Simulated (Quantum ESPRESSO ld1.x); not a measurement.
Radial electron density D(r) = 4 pi r^2 rho(r) of an atom or ion with 15 electrons. Calculated with ld1.x of Quantum ESPRESSO 7.5: non-relativistic Kohn-Sham, LDA (Slater exchange, VWN5 correlation), spin-polarised, spherical densities, point nucleus.

r (bohr),D(r) (e/bohr),spin D(r)
0.003803,0.3513,0.00113
0.004288,0.4401,0.00142
0.004873,0.5586,0.00180
0.005538,0.7074,0.00228
0.006245,0.8804,0.00283
0.007097,1.109,0.00357
0.008002,1.372,0.00441
0.009095,1.715,0.00551
0.01034,2.134,0.00685
0.01165,2.608,0.00837
0.01325,3.213,0.0103
0.01505,3.931,0.0126
0.01697,4.719,0.0151
0.01929,5.689,0.0181
0.02193,6.794,0.0216
0.02472,7.947,0.0251
0.0281,9.285,0.0292
0.03168,10.61,0.0332
0.03601,12.06,0.0375
0.04092,13.48,0.0415
0.04614,14.70,0.0449
0.05244,15.80,0.0478
0.0596,16.59,0.0499
0.0672,16.96,0.0510
0.07638,16.91,0.0517
0.08681,16.38,0.0527
0.09788,15.51,0.0552
0.1112,14.29,0.0614
0.1254,13.07,0.0728
0.1426,11.91,0.0935
0.162,11.15,0.125
0.1827,10.96,0.165
0.2076,11.40,0.216
0.236,12.40,0.270
0.2661,13.63,0.315
0.3024,14.91,0.343
0.3409,15.71,0.340
0.3875,15.82,0.299
0.4404,15.00,0.220
0.4966,13.41,0.126
0.5644,11.08,0.0353
0.6414,8.481,-0.00702
0.7232,6.185,0.0330
0.822,4.223,0.185
0.9342,2.943,0.450
1.053,2.354,0.773
1.197,2.218,1.14
1.35,2.338,1.44
1.534,2.502,1.63
1.744,2.539,1.66
1.966,2.395,1.54
2.234,2.068,1.28
2.539,1.635,0.959
2.863,1.211,0.665
3.254,0.8059,0.403
3.699,0.4891,0.215
4.17,0.2803,0.105
4.74,0.1400,0.0409
5.344,0.06588,0.0134
6.074,0.02619,0.00255
6.903,0.009110,-0.000199
7.783,0.002965,-0.000427
8.846,0.0007683,-0.000217

What is the nuclear charge?

Answer. Z = 15. The innermost maximum, from 1s, lies near 1/Z = 0.0667 bohr (found: 0.0705), and its height grows with Z. The density is that of neutral phosphorus in [Ne] 3s1 3p4; the configuration itself is not fixed sharply by these data, and Z only to about a unit. D(r) has 3 maxima, at r = 0.0705, 0.369, 1.68 bohr, and minima at 0.178, 1.18 bohr, inside which lie 2.19, 10.38 electrons.
